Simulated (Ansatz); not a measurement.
Coupled-cluster diagnostics for the cluster Hf₃⁺, Ansatz.

Geometry of the doublet (PBE-D4/def2-TZVP):

```xyz
3

Hf   -1.1405   -0.9576   -0.5198
Hf    0.4506   -0.0576    1.5103
Hf    0.6900    1.0153   -0.9906
```

In the def2 sets Hf takes a core potential; there is no spin–orbit coupling. Correlated methods freeze no core orbitals; core or outer-core shells of Hf are correlated, in sets that lack core-valence functions. In CCSD on the charge 1 doublet the largest single amplitude is 0.28, so its Hartree–Fock determinant may place the open shell otherwise than the density functionals do. The structure comes from a short search, and lower isomers may exist.

Geometry of the charge 1 quartet (PBE-D4/def2-TZVP):

Cartesian coordinates in Å:
```
Hf -1.487 -0.537 0.275
Hf 1.154 -0.988 0.099
Hf 0.333 1.525 -0.374
```

(1) Estimate the CCSD(T) correlation energy, the shares of MP2 and (T), T1 and the reference's ⟨S²⟩ for: charge 1, doublet, own geometry in def2-TZVP; charge 1, quartet, own geometry in def2-TZVP; and the rough time on 4 threads of Arm Neoverse V1 on a shared host.

## Answers

(1) 
| state | basis | correlation (eV) | MP2 share (%) | (T) share (%) | T1 | ⟨S²⟩ (pure) | wall time | remarks |
| --- | --- | --- | --- | --- | --- | --- | --- | --- |
| charge 1, doublet, own geometry | def2-TZVP | -23.302 | 92.5 | 7.0 | 0.099 | 2.90 (0.75) | 26 s | large T1 (0.099), spin-contaminated (⟨S²⟩ 2.90) |
| charge 1, quartet, own geometry | def2-TZVP | -22.693 | 92.4 | 6.7 | 0.109 | 5.08 (3.75) | 74 s | large T1 (0.109), spin-contaminated (⟨S²⟩ 5.08) |
Customary marks for T1 are 0.02 (closed shells), 0.045 (open shells) and about 0.05 (3d metals). T1 exceeds 0.02 in 2 of 2 rows and 0.045 in 2; the higher it lies, the less the single-reference result can be trusted.
